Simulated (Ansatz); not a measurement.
Ga(CO)H3 (CH3GaO). The state is a singlet with charge 0. Geometry PBE0-D4/def2-TZVP; atoms count from 1.

```xyz
6

Ga    0.278   -0.799    0.149
C    -0.456    1.257   -0.236
O    -0.798    2.305   -0.431
H     0.837   -1.008   -1.306
H    -1.125   -1.397    0.530
H     1.265   -0.359    1.294
```

(1) Estimate the Mulliken populations from the PBE0/def2-TZVP orbitals of Ansatz.

(2) And the Mayer bond orders between heavy atoms (over 0.3)?

## Answers

(1) 
```tsv
atom	charge (e)
Ga1	0.10
C2	0.13
O3	0.03
H4	-0.09
H5	-0.09
H6	-0.09
```
Mulliken values depend strongly on the basis.

(2) Ga1–C2 0.46 (2.22 Å); C2–O3 2.50 (1.12 Å).
